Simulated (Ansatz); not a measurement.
Reaction (formal exchange of groups at a Te–C bond): `OC(F)[TeH]` + `O[SiH2]F` → `O[SiH](F)[TeH]` + `OCF`

Calculated with Ansatz (gas phase, PBE0-D4/def2-TZVP geometries, no zero-point term in ΔE). CCSD(T)/CBS is the MP2 limit (def2-TZVPP, def2-QZVPP) plus CCSD(T) − MP2 in def2-TZVPP, frozen cores. DFT in def2-TZVPP. Elements past krypton have def2 core potentials. For Te outer-core shells are correlated without core-valence functions, which leaves a few kJ/mol of doubt a bond. Each species was taken in one conformer, which may not be the lowest.

```tsv
level	ΔE (kJ/mol)
BLYP-D4	-91.8
PBE-QIDH	-109.4
CCSD(T)/def2-SVP	-100.2
MP2/def2-TZVPP	-103.8
```

Task: What does CCSD(T)/CBS give? (An estimate is asked.)

Result: Computed: -102.4 kJ/mol. The listed levels differ from it by 10.6, -7.0, 2.2, -1.4 kJ/mol.

Largest T1 diagnostic among the species: 0.012.

Leaving LDA and LC-ωPBE aside and taking each functional with its dispersion term where it has one, the values spread over 17.6 kJ/mol, from PBE-QIDH to BLYP-D4. From BLYP to BHLYP (50 % exact exchange), in def2-TZVPP and without D4, ΔE moves by −14.4 kJ/mol.
